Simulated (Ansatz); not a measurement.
`[F][GeH3]` + `[GeH3][SeH]` → `[GeH3][Se][GeH3]` + H–F at 500 K and 1 bar (ligand exchange at a Ge–F bond).

Computed with Ansatz on PBE0-D4/def2-TZVP structures; ΔE is electronic, products minus reactants. CBS: MP2 limit from def2 TZ/QZ plus the TZ coupled-cluster correction, frozen cores. This one scheme is used for every species. For Ge, Se outer-core shells are correlated without core-valence functions, which leaves a few kJ/mol of doubt a bond. Scalar relativity is left out up to krypton.

```csv
species,CCSD(T)/CBS energy (Eh),H − E (kJ/mol),S (J/(mol·K))
`[F][GeH3]`,-2177.72589,90.4,283.2
`[GeH3][SeH]`,-4479.23116,112.4,340.9
`[GeH3][Se][GeH3]`,-6556.56757,172.0,434.9
H–F,-100.39570,39.4,188.7
```

H − E and S are ideal-gas, rigid-rotor, harmonic terms from PBE0-D4/def2-TZVP. 1 Eh = 2625.50 kJ/mol, R = 8.31446 J/(mol·K).

Task: By hand: ΔE, ΔH, ΔS and ΔG.

Result: ΔE = (-6556.56757) + (-100.39570) − (-2177.72589) − (-4479.23116) = -0.00622 Eh = -16.3 kJ/mol. Δ(H − E) = 172.0 + 39.4 − 90.4 − 112.4 = 8.6, so ΔH = -7.7 kJ/mol. ΔS = 434.9 + 188.7 − 283.2 − 340.9 = -0.5 J/(mol·K). ΔG = -7.7 − 500 × (-0.5)/1000 = -7.5 kJ/mol.

Task: By hand: the equilibrium constant, and the temperature at which ΔG would vanish if ΔH and ΔS stayed fixed.

Result: log₁₀ K = −ΔG/(RT ln 10) = 0.8. ΔG = 0 at ΔH/ΔS = 15400 K, far beyond where these terms or the molecules hold.

The number of gas molecules stays the same, so ΔS is small and ΔH decides. A doubt of 5 kJ/mol in ΔE shifts log₁₀ K by 0.5 here. Modes under 60 cm⁻¹, often nearly free rotors, make the harmonic entropy too high. These are equilibria of isolated gas molecules and say nothing of rates. Largest T1 diagnostic: 0.012 (customary marks: 0.02 for closed shells, 0.045 for open ones).
